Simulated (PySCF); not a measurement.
**Two-photon absorption: `c1(O)ccc(C=C)cc1`, C8H8O**

Molfile (atoms numbered from 1):
```
C8H8O
     RDKit          3D

 17 17  0  0  0  0  0  0  0  0999 V2000
    3.0472   -0.7228    0.1474 C   0  0  0  0  0  0  0  0  0  0  0  0
    2.1019    0.0654   -0.3797 C   0  0  0  0  0  0  0  0  0  0  0  0
    0.6945    0.1647    0.0183 C   0  0  0  0  0  0  0  0  0  0  0  0
   -0.1512    1.0652   -0.6499 C   0  0  0  0  0  0  0  0  0  0  0  0
   -1.4914    1.2011   -0.3141 C   0  0  0  0  0  0  0  0  0  0  0  0
   -2.0325    0.4273    0.7161 C   0  0  0  0  0  0  0  0  0  0  0  0
   -3.3378    0.5872    1.0135 O   0  0  0  0  0  0  0  0  0  0  0  0
   -1.2077   -0.4779    1.3960 C   0  0  0  0  0  0  0  0  0  0  0  0
    0.1305   -0.6028    1.0492 C   0  0  0  0  0  0  0  0  0  0  0  0
    4.0689   -0.7078   -0.2380 H   0  0  0  0  0  0  0  0  0  0  0  0
    2.8464   -1.4082    0.9756 H   0  0  0  0  0  0  0  0  0  0  0  0
    2.3865    0.7250   -1.2079 H   0  0  0  0  0  0  0  0  0  0  0  0
    0.2592    1.6769   -1.4581 H   0  0  0  0  0  0  0  0  0  0  0  0
   -2.1406    1.9039   -0.8393 H   0  0  0  0  0  0  0  0  0  0  0  0
   -3.5740   -0.0038    1.7362 H   0  0  0  0  0  0  0  0  0  0  0  0
   -1.6229   -1.0888    2.2040 H   0  0  0  0  0  0  0  0  0  0  0  0
    0.7495   -1.3173    1.5962 H   0  0  0  0  0  0  0  0  0  0  0  0
  1  2  2  0
  2  3  1  0
  3  4  1  0
  4  5  2  0
  5  6  1  0
  6  7  1  0
  6  8  2  0
  8  9  1  0
  9  3  2  0
  1 10  1  0
  1 11  1  0
  2 12  1  0
  4 13  1  0
  5 14  1  0
  7 15  1  0
  8 16  1  0
  9 17  1  0
M  END
```

Level of theory: TDDFT CAM-B3LYP/aug-cc-pVDZ excited states, vertical, gas phase (PySCF). Geometry: PBE0-D3(BJ)/def2-SVP.

Problem. Give the one- and two-photon strengths of the lowest singlets.

Solution. δ for parallel linear polarisation; σ at the peak of a Lorentzian of half width 0.1 eV, single beam; Ω is circular over linear.
```tsv
state	E (eV)	f	photon λ (nm)	δ (au)	σ (GM)	Ω	main
S1	4.65	0.151	534	209	1.65	0.59	HOMO→LUMO 0.61, HOMO→LUMO+4 0.29
S2	4.96	0.296	500	178	1.61	0.66	HOMO→LUMO+4 0.48, HOMO→LUMO 0.35
S3	5.23	0.001	474	14.2	0.14	1.50	HOMO→LUMO+1 0.89
S4	5.59	0.008	444	98.8	1.13	1.50	HOMO→LUMO+2 0.88
S5	5.85	0.000	424	42.3	0.53	1.50	HOMO→LUMO+3 0.87
S6	6.16	0.003	403	94.2	1.31	1.50	HOMO→LUMO+5 0.82
```
